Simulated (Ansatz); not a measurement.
Geometry optimisation of CH3ClZn (`Cl[CH2][ZnH]`).

```yaml
crystal:
  periodic: [false, false, false]
  atoms:
    - {symbol: Cl, position_ang: [1.002053, -1.709364, -0.306558]}
    - {symbol: C, position_ang: [-0.195314, -0.357648, -0.567845]}
    - {symbol: Zn, position_ang: [0.081326, 0.902850, 0.906114]}
    - {symbol: H, position_ang: [0.007632, 0.062525, -1.573401]}
    - {symbol: H, position_ang: [-1.202703, -0.819565, -0.594341]}
    - {symbol: H, position_ang: [0.349207, 1.857202, 2.089931]}
basis:
  gaussian: {orbitals: def2-TZVP}
hamiltonian: {xc: pbe0, dispersion: d4}
relax: {f_tol: 0.005, max_steps: 150}
```

```sh
$ ansatz run in.yaml --threads 2 --pin off --events-out ev --progress --plain --max-ram 4352MiB
```

Output, abridged:

```
Functional definition: PBE0
mean field -62016.32397803 eV, -2279.0578700184 hartree, gradient 7.7e-5 eV, S^2 0.000000; 0 other end points of the search recorded, 0 dependent functions left out
relax step   1: F+E_penalty+E_count = -62016.41310572 eV  Δ(F+E_penalty+E_count) = +0.000e0 eV  max|allowed force component| = 5.778e-1 eV/Å  Δτ_max = 0.0000 Å  (25 SCF iters, accepted)
mean field -62016.33917234 eV, -2279.0584283991 hartree, gradient 1.1e-5 eV, S^2 0.000000; 0 other end points of the search recorded, 0 dependent functions left out
relax step   2: F+E_penalty+E_count = -62016.42844747 eV  Δ(F+E_penalty+E_count) = -1.534e-2 eV  max|allowed force component| = 1.756e-1 eV/Å  Δτ_max = 0.0187 Å  (31 SCF iters, accepted)
mean field -62016.34092568 eV, -2279.0584928332 hartree, gradient 1.0e-5 eV, S^2 0.000000; 0 other end points of the search recorded, 0 dependent functions left out
relax step   3: F+E_penalty+E_count = -62016.43032372 eV  Δ(F+E_penalty+E_count) = -1.876e-3 eV  max|allowed force component| = 5.403e-2 eV/Å  Δτ_max = 0.0077 Å  (32 SCF iters, accepted)
mean field -62016.34102965 eV, -2279.0584966539 hartree, gradient 1.0e-5 eV, S^2 0.000000; 0 other end points of the search recorded, 0 dependent functions left out
relax step   4: F+E_penalty+E_count = -62016.43044865 eV  Δ(F+E_penalty+E_count) = -1.249e-4 eV  max|allowed force component| = 2.046e-2 eV/Å  Δτ_max = 0.0021 Å  (33 SCF iters, accepted)
mean field -62016.34105557 eV, -2279.0584976064 hartree, gradient 2.3e-5 eV, S^2 0.000000; 0 other end points of the search recorded, 0 dependent functions left out
relax step   5: F+E_penalty+E_count = -62016.43046816 eV  Δ(F+E_penalty+E_count) = -1.951e-5 eV  max|allowed force component| = 2.936e-3 eV/Å  Δτ_max = 0.0012 Å  (22 SCF iters, accepted)
mean field -62016.34105557 eV, -2279.0584976064 hartree, gradient 2.2e-5 eV, S^2 0.000000; 1 other end points of the search recorded, 0 dependent functions left out
Total energy: -62016.43049996 eV, -2279.0617846272 hartree
Atom 0 at     0.988098    -1.687288    -0.303552 Å, force    -0.000198    -0.000850    -0.001009 eV/Å
Atom 1 at    -0.199732    -0.355131    -0.572066 Å, force     0.001294     0.001459     0.002936 eV/Å
Atom 2 at     0.083530     0.897521     0.902367 Å, force    -0.001584    -0.000738    -0.002630 eV/Å
Atom 3 at     0.007401     0.052272    -1.561083 Å, force     0.000192     0.000162     0.000315 eV/Å
Atom 4 at    -1.186274    -0.817003    -0.593272 Å, force     0.000171     0.000158     0.000381 eV/Å
Atom 5 at     0.349178     1.845629     2.081506 Å, force     0.000125    -0.000190     0.000007 eV/Å
Dipole moment:    -0.278546     0.277946    -0.093897 e Å
```

It took 14 s on 2 threads of an Arm Neoverse V2 on a shared host, with 0.32 GiB of host memory at the peak.
